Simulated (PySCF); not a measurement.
BeH2, SMILES [BeH2].

The structure is a stationary point at PBE0-D3(BJ)/def2-TZVPD. The isomer is the one that the SMILES or the coordinates give; other isomers of the formula were not compared.

Two levels are set side by side: TDDFT-PBE/def2-TZVPD (PySCF) and TDDFT-PBE0/def2-TZVPD (PySCF). Vertical, same geometry. The lowest singlet is HOMO→LUMO+1 100 % with PBE and HOMO→LUMO+1 99 % with the other functional; states are paired by order. Differences are taken from unrounded values.

```
quantity                               TDDFT-PBE0  TDDFT-PBE  TDDFT-PBE minus TDDFT-PBE0
-------------------------------------  ----------  ---------  --------------------------
lowest singlet excitation (eV)               6.28       5.94                       -0.33
lowest triplet excitation (TDA) (eV)         5.62       5.36                       -0.26
first bright state (f over 0.05) (eV)        7.91       7.41                       -0.50
its oscillator strength                      0.32       0.27                       -0.05
```

A lower first singlet is the usual sign of a functional without exact exchange. Differences between two approximate levels are no errors against the true value.

Rough cost on one machine, each run with all the roots and properties that it gave: TDDFT-PBE0 against TDDFT-PBE within a factor of 2.
